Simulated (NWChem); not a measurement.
System: CHF, singlet; SMILES [CH]F

Parts of the log:

```
             Northwest Computational Chemistry Package (NWChem) 7.3.0
             --------------------------------------------------------

 CS  symmetry detected

                             Geometry "geometry" -> ""
                             -------------------------

 Output coordinates in angstroms (scale by  1.889725989 to convert to a.u.)

  No.       Tag          Charge          X              Y              Z
 ---- ---------------- ---------- -------------- -------------- --------------
    1 C                    6.0000     0.13258586     0.70756475     0.00000000
    2 F                    9.0000     0.01627349    -0.58784309     0.00000000
    3 H                    1.0000    -0.94197656     1.04519937     0.00000000

 Effective nuclear repulsion energy (a.u.)      27.3049516050

      Symmetry information
      --------------------

 Group name             Cs
 Group number              2
 Group order               2
 No. of unique centers     3

  perdew91 is a nonlocal functional; adding pw91lda local functional.

                                 NWChem DFT Module
                                 -----------------

 Summary of "ao basis" -> "ao basis" (spherical)
 ------------------------------------------------------------------------------
       Tag                 Description            Shells   Functions and Types
 ---------------- ------------------------------  ------  ---------------------
 C                          def2-svp                 6       14   3s2p1d
 F                          def2-svp                 6       14   3s2p1d
 H                          def2-svp                 3        5   2s1p

      Symmetry analysis of basis
      --------------------------

        a'         24
        a"          9

            General Information
            -------------------
          SCF calculation type: DFT
          Wavefunction type:  closed shell.
          No. of atoms     :     3
          No. of electrons :    16
           Alpha electrons :     8
            Beta electrons :     8
          Charge           :     0
          Spin multiplicity:     1
          Use of symmetry is: on ; symmetry adaption is: on
          Maximum number of iterations: 150
          AO basis - number of functions:    33
                     number of shells:    15
          Convergence on energy requested:  1.00D-06
          Convergence on density requested:  1.00D-05
          Convergence on gradient requested:  5.00D-04

              XC Information
              --------------
                 Perdew 1991   Exchange Functional  1.000
                Perdew 1991 Correlation Functional  1.000 non-local
            Perdew 1991 LDA Correlation Functional  1.000 local

             Grid Information
             ----------------
          Grid used for XC integration:  medium
          Radial quadrature: Mura-Knowles
          Angular quadrature: Lebedev.
          Tag              B.-S. Rad. Rad. Pts. Rad. Cut. Ang. Pts.
          ---              ---------- --------- --------- ---------
          C                   0.70       49           6.0       434
          F                   0.50       49           7.0       434
          H                   0.35       45           6.0       434
          Grid pruning is: on
          Number of quadrature shells:   143
          Spatial weights used:  Erf1

      Superposition of Atomic Density Guess
      -------------------------------------

 Sum of atomic energies:        -137.41660090

      Non-variational initial energy
      ------------------------------

 Total energy =    -137.717995
 1-e energy   =    -243.949530
 2-e energy   =      78.926584
 HOMO         =      -0.215481
 LUMO         =      -0.058069

      Symmetry analysis of molecular orbitals - initial
      -------------------------------------------------

  Numbering of irreducible representations:

     1 a'          2 a"

  Orbital symmetries:

     1 a'          2 a'          3 a'          4 a'          5 a'
     6 a"          7 a'          8 a'          9 a"         10 a'
    11 a'         12 a'         13 a'         14 a"         15 a'
    16 a'         17 a'         18 a'

     ---------------------------------------------
      Total Density - Mulliken Population Analysis
     ---------------------------------------------

    Atom       Charge   Shell Charges
 -----------   ------   -------------------------------------------------------
    1 C    6     5.64   1.99  1.08  0.65  1.24  0.63  0.05
    2 F    9     9.32   1.99  1.14  0.76  3.42  2.00  0.01
    3 H    1     1.04   0.74  0.28  0.02

   convergence    iter        energy       DeltaE   RMS-Dens  Diis-err
 ---------------- ----- ----------------- --------- --------- ---------
 d= 0,ls=0.0,diis     1   -138.1957706379 -1.66D+02  3.21D-02  4.09D-01
 d= 0,ls=0.0,diis     2   -138.0207807983  1.75D-01  2.10D-02  2.34D+00
 d= 0,ls=0.0,diis     3   -138.2430335460 -2.22D-01  6.73D-03  6.13D-02
 d= 0,ls=0.0,diis     4   -138.2477921778 -4.76D-03  2.94D-03  5.50D-03
 d= 0,ls=0.0,diis     5   -138.2483835767 -5.91D-04  6.08D-04  1.38D-04
  Resetting Diis
 d= 0,ls=0.0,diis     6   -138.2484066392 -2.31D-05  3.37D-05  1.25D-06
 d= 0,ls=0.0,diis     7   -138.2484068045 -1.65D-07  6.90D-06  1.75D-08

         Total DFT energy =     -138.248406804539
      One electron energy =     -244.190967645717
           Coulomb energy =       94.717715864608
    Exchange-Corr. energy =      -16.080106628432
 Nuclear repulsion energy =       27.304951605002

 Numeric. integr. density =       15.999999223824

                  Occupations of the irreducible representations
                  ----------------------------------------------

                     irrep           alpha         beta
                     --------     --------     --------
                     a'                7.0          7.0
                     a"                1.0          1.0

                       DFT Final Molecular Orbital Analysis
                       ------------------------------------

 Vector    6  Occ=2.000000D+00  E=-4.595319D-01  Symmetry=a"
              MO Center=  2.9D-02, -4.2D-01,  1.1D-15, r^2= 6.3D-01
   Bfn.  Coefficient  Atom+Function         Bfn.  Coefficient  Atom+Function
  ----- ------------  ---------------      ----- ------------  ---------------
    20      0.627079  2 F  pz                23     -0.400852  2 F  pz
     6     -0.210776  1 C  pz                 9     -0.112553  1 C  pz
    11      0.032451  1 C  d -1

 Vector    7  Occ=2.000000D+00  E=-4.076519D-01  Symmetry=a'
              MO Center=  1.4D-02,  5.2D-02, -6.7D-16, r^2= 1.3D+00
   Bfn.  Coefficient  Atom+Function         Bfn.  Coefficient  Atom+Function
  ----- ------------  ---------------      ----- ------------  ---------------
    18      0.470637  2 F  px                21     -0.310878  2 F  px
    19     -0.290711  2 F  py                 2     -0.255195  1 C  s
     5     -0.232129  1 C  py                29     -0.193193  3 H  s
     3     -0.190049  1 C  s                 22      0.173250  2 F  py
     1      0.118045  1 C  s                 30     -0.067456  3 H  s

 Vector    8  Occ=2.000000D+00  E=-1.998320D-01  Symmetry=a'
              MO Center=  2.6D-01,  7.0D-01, -1.0D-15, r^2= 1.3D+00
   Bfn.  Coefficient  Atom+Function         Bfn.  Coefficient  Atom+Function
  ----- ------------  ---------------      ----- ------------  ---------------
     3      0.502226  1 C  s                  4      0.447732  1 C  px
    18      0.302288  2 F  px                 2      0.290286  1 C  s
    29     -0.271515  3 H  s                 30     -0.246174  3 H  s
    21     -0.221346  2 F  px                 7      0.203637  1 C  px
     5      0.151706  1 C  py                 1     -0.136259  1 C  s

 Vector    9  Occ=0.000000D+00  E=-1.436940D-01  Symmetry=a"
              MO Center=  1.0D-01,  5.7D-01, -1.9D-15, r^2= 1.2D+00
   Bfn.  Coefficient  Atom+Function         Bfn.  Coefficient  Atom+Function
  ----- ------------  ---------------      ----- ------------  ---------------
     6      0.628876  1 C  pz                 9      0.493342  1 C  pz
    20      0.315584  2 F  pz                23     -0.258688  2 F  pz
    33      0.027300  3 H  pz

 Vector   10  Occ=0.000000D+00  E= 6.406723D-02  Symmetry=a'
              MO Center= -1.1D+00,  1.0D+00,  3.9D-16, r^2= 2.3D+00
   Bfn.  Coefficient  Atom+Function         Bfn.  Coefficient  Atom+Function
  ----- ------------  ---------------      ----- ------------  ---------------
    30      1.933071  3 H  s                  3     -1.037689  1 C  s
     7      0.794083  1 C  px                 8     -0.408907  1 C  py
     4      0.373594  1 C  px                 2     -0.240648  1 C  s
     5     -0.190873  1 C  py                17     -0.120936  2 F  s
    29      0.101629  3 H  s                 21     -0.100206  2 F  px

 Vector   11  Occ=0.000000D+00  E= 1.178319D-01  Symmetry=a'
              MO Center=  6.6D-03,  5.8D-01,  2.1D-16, r^2= 2.1D+00
   Bfn.  Coefficient  Atom+Function         Bfn.  Coefficient  Atom+Function
  ----- ------------  ---------------      ----- ------------  ---------------
     3      1.099263  1 C  s                  8     -0.988011  1 C  py
    17     -0.885108  2 F  s                 30     -0.618787  3 H  s
    22     -0.447381  2 F  py                 5     -0.420554  1 C  py
    19      0.318237  2 F  py                 7     -0.268493  1 C  px
    16     -0.225902  2 F  s                  2      0.199723  1 C  s

     ---------------------------------------------
      Total Density - Mulliken Population Analysis
     ---------------------------------------------

    Atom       Charge   Shell Charges
 -----------   ------   -------------------------------------------------------
    1 C    6     5.96   1.99  1.10  0.66  1.60  0.55  0.06
    2 F    9     9.07   1.99  1.15  0.75  3.34  1.83  0.01
    3 H    1     0.97   0.76  0.19  0.02

     -------------------------------------------
      Total Density - Lowdin Population Analysis
     -------------------------------------------

    Atom       Charge   Shell Charges
 -----------   ------   -------------------------------------------------------
    1 C    6     6.02   1.97  0.86  0.63  1.50  0.94  0.13
    2 F    9     8.95   1.98  1.02  0.73  3.20  2.01  0.01
    3 H    1     1.02   0.66  0.30  0.07

     Multipole analysis of the density
     ---------------------------------

     L   x y z        total         alpha         beta         nuclear
     -   - - -        -----         -----         ----         -------
     0   0 0 0     -0.000000     -8.000000     -8.000000     16.000000

     1   1 0 0     -0.569083     -0.284542     -0.284542     -0.000000
     1   0 1 0     -0.161163     -0.080582     -0.080582     -0.000000
     1   0 0 1     -0.000000     -0.000000     -0.000000      0.000000

     2   2 0 0     -9.051998     -6.302920     -6.302920      3.553842
     2   1 1 0     -1.245345      0.283969      0.283969     -1.813284
     2   1 0 1     -0.000000     -0.000000     -0.000000      0.000000
     2   0 2 0     -9.102906    -17.418648    -17.418648     25.734391
     2   0 1 1     -0.000000     -0.000000     -0.000000      0.000000
     2   0 0 2     -7.557422     -3.778711     -3.778711      0.000000
```

Level: PW91/def2-SVP. Low-valent species are run as closed-shell singlets; no triplet was tried in these runs. The geometry was optimised at PBE0-D3(BJ)/def2-TZVP.

Question: Write an input that gives this output.

Answer: This is not unique; one that fits is the input that was run:
```
start job
memory heap 200 mb stack 900 mb global 1100 mb
geometry units angstroms noautoz
  C      0.152456     0.712169     0.000000
  F     -0.004342    -0.578964     0.000000
  H     -0.911013     1.083269     0.000000
end
basis spherical
  * library def2-svp
end
dft
  xc xperdew91 perdew91
  iterations 150
  mulliken
end
task dft energy
```
